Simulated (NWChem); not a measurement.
Species: GeI cation, singlet

```xyz
2

Ge     0.0000     0.0000    -1.5051
I      0.0000     0.0000     0.9008
```
Atoms are numbered in this order, from 1.

All runs: NWChem. Low-valent species are run as closed-shell singlets; no triplet was tried in these runs. All runs use the structure optimised with PBE0/def2-SVP. def2 effective core potentials on I; no spin-orbit coupling. Static field.

For level BHandHLYP/def2-SVPD:

anisotropy (bohr³): 38.5

Task: What are these values for level PBE/def2-SVPD?

Result: The anisotropy (bohr³) is 40.7.
